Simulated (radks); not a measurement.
Values are calculated unless marked as measured or tabulated.
Problem. Mean orbital radii <r> (bohr) of neutral platinum, [Xe] 4f14 5d9 6s1, of relativity; Dirac values are averaged over j with weights 2j + 1. Spin-unpolarised spherical Kohn-Sham, LDA (Slater exchange, Perdew-Wang correlation), point nucleus unless stated (finite: rms radius 5.427 fm), a radial shooting solver on a logarithmic mesh with Libxc functionals. A level marked "c x" has the speed of light scaled by that factor and shares open shells by 2j + 1; other Dirac levels either fill j = l - 1/2 first or share by 2j + 1.

| shell | non-rel. |
|---|---|
| 2p | 0.06916 |
| 3s | 0.2069 |
| 3p | 0.1971 |
| 3d | 0.1723 |
| 4s | 0.4569 |
| 4p | 0.4615 |
| 4d | 0.4709 |
| 4f | 0.5034 |
| 5s | 1.052 |
| 5p | 1.150 |
| 5d | 1.655 |
| 6s | 3.366 |

Give the values at the level "Dirac, c x 0.85".

Solution. 
shell  Dirac, c x 0.85  change of magnitude (%)
2p             0.06285                    -9.13
3s              0.1779                   -14.03
3p              0.1831                    -7.11
3d              0.1699                    -1.35
4s              0.3971                   -13.09
4p              0.4323                    -6.32
4d              0.4683                    -0.56
4f              0.5232                    +3.93
5s              0.9092                   -13.58
5p               1.081                    -5.97
5d               1.727                    +4.33
6s               2.711                   -19.46
